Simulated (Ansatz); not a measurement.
`C[C]1([SiH3])[AlH][S]1` → `C[SiH]1[CH2][Al]1[SH]`  (isomerisation)

Isolated molecules relaxed with PBE0-D4/def2-TZVP in Ansatz; ΔE leaves out vibrations. CCSD(T)/CBS adds triple-zeta CCSD(T) − MP2 to the extrapolated MP2 energy (def2 sets, frozen cores). Functionals use def2-TZVPP. B3LYP here is the variant with VWN-RPA as its local correlation; programs differ in this. One conformer a species, not always the lowest.

| level | ΔE (kJ/mol) | difference from CCSD(T)/CBS |
| --- | --- | --- |
| PBE-D4 | -63.2 | -13.9 |
| r2SCAN-D4 | -62.5 | -13.2 |
| PBE0-D4 | -62.5 | -13.2 |
| B3LYP-D4 | -49.9 | -0.6 |
| ωB97X-V | -51.1 | -1.8 |
| ωB97M-V | -51.3 | -2.0 |
| B2PLYP | -53.7 | -4.4 |
| PBE | -70.0 | -20.7 |
| r2SCAN | -63.8 | -14.5 |
| PBE0 | -68.2 | -18.9 |
| B3LYP | -61.3 | -12.0 |
| HF/def2-TZVPP | -48.6 | 0.7 |
| MP2/def2-TZVPP | -44.0 | 5.3 |
| SCS-MP2/def2-TZVPP | -40.9 | 8.4 |
| CCSD/def2-TZVPP | -54.9 | -5.6 |
| CCSD(T)/def2-TZVPP | -53.1 | -3.8 |
| HF/def2-QZVPP | -47.4 | 1.9 |
| MP2/def2-QZVPP | -41.4 | 7.9 |
| SCS-MP2/def2-QZVPP | -38.8 | 10.5 |
| HF/CBS(def2) | -47.2 | 2.1 |
| MP2/CBS(def2) | -40.2 | 9.1 |
| CCSD/CBS(def2) | -51.1 | -1.8 |
| CCSD(T)/CBS | -49.3 | 0 |

Largest T1 diagnostic among the species: 0.013.

The D4 term adds +11.4 kJ/mol with B3LYP and +5.7 kJ/mol with PBE0; it sums over pairs of atoms, weighted by their polarisabilities, and B3LYP, whose exchange is more repulsive, gets the larger term.
